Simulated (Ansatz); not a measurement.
Calculated with Ansatz (gas phase, PBE0-D4/def2-TZVP geometries, no zero-point term in ΔE). CCSD(T)/CBS adds triple-zeta CCSD(T) − MP2 to the extrapolated MP2 energy (def2 sets, frozen cores). This one scheme is used for every species. Functionals use def2-TZVPP. def2 core potentials past Kr. For Se, Sn outer-core shells are correlated without core-valence functions, which leaves a few kJ/mol of doubt a bond. Scalar relativity is left out up to krypton. Each species was taken in one conformer, which may not be the lowest.

`[NH2][Sn]([F])([F])[SeH]` + NH₃ → `[NH2][Sn]([NH2])([F])[F]` + H₂Se  (ligand exchange at the Sn–Se bond)

```
         level  ΔE (kcal/mol)  difference from CCSD(T)/CBS
     revPBE-D4           18.4                          0.5
     r2SCAN-D4           18.5                          0.6
       ωB97X-V           16.7                         -1.2
       ωB97M-V           17.3                         -0.6
        revPBE           18.6                          0.7
       r2SCANh           18.4                          0.5
       LC-ωPBE           16.2                         -1.7
  MP2/def2-SVP           16.8                         -1.1
MP2/def2-TZVPP           17.1                         -0.8
 HF/def2-QZVPP           16.7                         -1.2
   CCSD(T)/CBS           17.9                            0
```

Largest T1 diagnostic among the species: 0.014.

Leaving LDA and LC-ωPBE aside and taking each functional with its dispersion term where it has one, the values, not all of them listed here, spread over 2.3 kcal/mol, from ωB97X-V to HSE06-D4. LDA lies −0.8 kcal/mol from PBE without D4. At CCSD(T), def2-SVP lies −1.6 kcal/mol from the extrapolated value and def2-TZVPP −1.9 kcal/mol.
